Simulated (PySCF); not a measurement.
## Working with the constants of BPb⁺

UHF-CCSD(T) constants of BPb⁺, ³Π (triplet), unpaired electrons σ ↑, π ↑ (B def2-SVP, Pb def2-SVP with ECP60; scalar-relativistic core potentials (PySCF 2.14); masses 11.0093 and 207.9766 u):

- ωe: 363.4 cm⁻¹
- ωexe: 5.01 cm⁻¹
- Be: 0.25855 cm⁻¹
- αe: 0.00331 cm⁻¹

Question: What force constant and bond length do these constants imply?

Answer: Reduced mass μred = 10.456 u; k = 5.8918×10⁻⁷·μred·ωe² (u, cm⁻¹, mdyn/Å) = 0.814 mdyn/Å; Re = √(16.8576/(μred·Be)) (u, cm⁻¹, Å) = 2.497 Å.

Question: Estimate the centrifugal constant D from the Kratzer relation and find the Dunham coefficient a1.

Answer: D = 4Be³/ωe² = 5.24e-07 cm⁻¹; a1 = −1 − αeωe/(6Be²) = -4.00.

Correlated steps freeze 5 core orbitals. Spin–orbit coupling is left out, which matters for elements this heavy, above all for dissociation energies. The state was picked by a PBE0 search and need not be the measured ground state.
